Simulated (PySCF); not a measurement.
W(O)3 anion (O3W), SMILES [O]=[W](=[O])=[O] (connectivity only; charge and spin as stated), charge -1, multiplicity 2. Atoms are numbered in the order given.

```xyz
4

W      0.0000     0.0000     0.0000
O      1.7764     0.0000     0.0000
O     -0.8882    -1.5384     0.0000
O     -0.8882     1.5384     0.0000
```
Charge -1, spin multiplicity 2.

Geometry optimised at r2SCAN-D4/def2-SVPD. A frequency run showed that this geometry is not a minimum. The spin state was assumed, not searched. The isomer is the one that the SMILES or the coordinates give; other isomers of the formula were not compared. The def2 effective core potentials stand for the cores of W; spin–orbit coupling is left out.

These are PBE/def2-TZVPD in PySCF values and carry that method's errors.

Mulliken values depend strongly on the basis, most of all with diffuse functions as here. ESP charges are fitted to the potential on shells at 1.4 to 2.0 van der Waals radii. Atomic charges (e):

```tsv
atom	ESP fit	Mulliken	Mulliken spin
W1	___	1.09	1.29
O2	___	-0.70	-0.10
O3	___	-0.70	-0.10
O4	___	-0.70	-0.10
```

Problem. Some entries are withheld; supply them. (The exact figures need the calculation; the answer reports its results.)

Solution. 
- W1, ESP fit: 0.97
- O2, ESP fit: -0.66
- O3, ESP fit: -0.66
- O4, ESP fit: -0.66
